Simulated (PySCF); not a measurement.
What PySCF settings do for C

Base input, run as `OMP_NUM_THREADS=1 python input.py` with PySCF 2.14:

```python
from pyscf import gto, scf, mp

mol = gto.M(
    atom='C 0 0 0',
    basis='cc-pvtz-dk',
    charge=0,
    spin=2,
    verbose=4,
)
mf = scf.UHF(mol)
mf = mf.sfx2c1e()
mf.kernel()
mp.MP2(mf, frozen=1).kernel()
mf.dip_moment()
print('orbital energies (hartree):', [e[max(0, n-3):n+3].round(4) for e, n in zip(mf.mo_energy, mol.nelec)])
```

Base result: E(SCF) = -37.706518 Eh, 8 cycles, E(MP2) − E(SCF) = -0.06693 Eh, ⟨S²⟩ = 2.009. No search for the lowest solution was made.

It ran on Arm Neoverse V2 (1 thread, shared host) in 0.6 s, peak memory 0.11 GiB.

Each row names what differs from the base; energies in brackets are changes from the base.

```tsv
change	result
basis set: cc-pvtz-dk → def2-svp; spin-free X2C: on → off	E(SCF) = -37.645230 Eh, 7 cycles, E(MP2) − E(SCF) = -0.05009 Eh, ⟨S²⟩ = 2.007
charge: 0 → 2 [another spin of the ion may lie lower]	E(SCF) = -36.250168 Eh (+39.6293 eV), 7 cycles, E(MP2) − E(SCF) = -0.00333 Eh, ⟨S²⟩ = 2.000
step after the SCF: mp2 → stability	E(SCF) = -37.706518 Eh (+0.0000 eV), 8 cycles, ⟨S²⟩ = 2.009, internal stable; real -> complex stable; UHF/UKS -> GHF/GKS stable
initial guess: minao → random (no such guess here, so PySCF falls back to its default)	E(SCF) = -37.706518 Eh (+0.0000 eV), 8 cycles, E(MP2) − E(SCF) = -0.06693 Eh, ⟨S²⟩ = 2.009
smearing width (hartree): none → 0.005; step after the SCF: mp2 → none [smearing does not keep the typed spin]	E(SCF) = -37.351914 Eh (+9.6493 eV), 8 cycles
basis set: cc-pvtz-dk → 6-31g*; spin-free X2C: on → off	E(SCF) = -37.680577 Eh, 7 cycles, E(MP2) − E(SCF) = -0.05086 Eh, ⟨S²⟩ = 2.005
basis set: cc-pvtz-dk → jorge-dzp; spin-free X2C: on → off	E(SCF) = -37.688847 Eh, 7 cycles, E(MP2) − E(SCF) = -0.05197 Eh, ⟨S²⟩ = 2.006
charge: 0 → 1; spin (2S): 2 → 1 [another spin of the ion may lie lower]	E(SCF) = -37.309859 Eh (+10.7936 eV), 8 cycles, E(MP2) − E(SCF) = -0.05070 Eh, ⟨S²⟩ = 0.757
basis set: cc-pvtz-dk → pcseg-1; spin-free X2C: on → off	E(SCF) = -37.670163 Eh, 7 cycles, E(MP2) − E(SCF) = -0.05119 Eh, ⟨S²⟩ = 2.005
step after the SCF: mp2 → eomip; number of roots: default → 4	E(SCF) = -37.706518 Eh (+0.0000 eV), 8 cycles, E(CCSD) − E(SCF) = -0.08716 Eh, ⟨S²⟩ = 2.009, ionisation roots 11.205, 11.205, 13.484, 16.485 eV
spin (2S): 2 → 4 [a high spin state]	E(SCF) = -37.611223 Eh (+2.5931 eV), 7 cycles, E(MP2) − E(SCF) = -0.02687 Eh, ⟨S²⟩ = 6.000
step after the SCF: mp2 → tda; number of roots: default → 6	E(SCF) = -37.706518 Eh (+0.0000 eV), 8 cycles, ⟨S²⟩ = 2.009, first excitations without spin–orbit coupling 0.22, 0.22, 5.32, 8.21, 8.21 eV
frozen orbitals: 1 → 3 [unsound on purpose]	stops with ValueError (negative dimensions are not allowed) after the SCF
SCF type: UHF → ROHF	E(SCF) = -37.701663 Eh (+0.1321 eV), 7 cycles, E(MP2) − E(SCF) = -0.06858 Eh
frozen orbitals: 1 → 2	E(SCF) = -37.706518 Eh (+0.0000 eV), 8 cycles, E(MP2) − E(SCF) = -0.00723 Eh, ⟨S²⟩ = 2.009
charge: 0 → 1; spin (2S): 2 → 3 [another spin of the ion may lie lower] [a high spin state]	E(SCF) = -37.174937 Eh (+14.4650 eV), 7 cycles, E(MP2) − E(SCF) = -0.01186 Eh, ⟨S²⟩ = 3.750
functional: none (Hartree–Fock) → m062x; SCF type: UHF → UKS; step after the SCF: mp2 → analyze	E(SCF) = -37.858207 Eh, 7 cycles, ⟨S²⟩ = 2.003
step after the SCF: mp2 → ccsd(t)	E(SCF) = -37.706518 Eh (+0.0000 eV), 8 cycles, E(CCSD) − E(SCF) = -0.08716 Eh, (T) = -0.00204 Eh, ⟨S²⟩ = 2.009
basis set: cc-pvtz-dk → 6-31g(3d)	E(SCF) = -37.696021 Eh (+0.2856 eV), 7 cycles, E(MP2) − E(SCF) = -0.05669 Eh, ⟨S²⟩ = 2.008
Cartesian functions: off → on	E(SCF) = -37.706611 Eh (-0.0025 eV), 8 cycles, E(MP2) − E(SCF) = -0.06723 Eh, ⟨S²⟩ = 2.010
basis set: cc-pvtz-dk → cc-pvtz-f13 [unsound on purpose]	stops with BasisNotFoundError (cc-pvtz-f13)
spin (2S): 2 → 6	stops with ValueError (negative dimensions are not allowed) after the SCF
```
